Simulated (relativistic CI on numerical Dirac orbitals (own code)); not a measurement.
Cubic crystal-field splitting of Pr4+ by operator equivalents

Problem. Pr4+ (4f) sits in a cubic field with the Wybourne parameters B⁴₀ = 1200 and B⁶₀ = 290 cm⁻¹. Find the levels of its ground J multiplet, neglecting the mixing with the other J.

Working.
1. One f electron has the ground level ²F5/2 with g_J = 6/7 and the Stevens factor β = 2/315. Rank 6 cannot act within J = 5/2.
2. Stevens form: B₄ = β B⁴₀/8 = 0.9524 cm⁻¹, in H = B₄(O₄⁰ + 5O₄⁴).
3. The eigenvalues of O₄⁰ + 5O₄⁴ for J = 5/2 are −240 (Γ7 doublet) and +120 (Γ8 quartet): E(Γ7) = -228.6, E(Γ8) = 114.3 cm⁻¹.
4. Order and energies above the lowest: Γ7 0.0, Γ8 342.9 cm⁻¹. A Γ7 ground doublet has the isotropic |g| = 1.429.

Check. Diagonalising spin-orbit coupling (free-ion gap 2909 cm⁻¹, from a Dirac-Coulomb-Breit calculation) and field together in all 14 states gives Γ7 0.0, Γ8 324.4 cm⁻¹, with |g| = 1.409. The other multiplet starts at 2899 cm⁻¹; the differences from the hand values come from J mixing and grow with the ratio of the field to that gap.
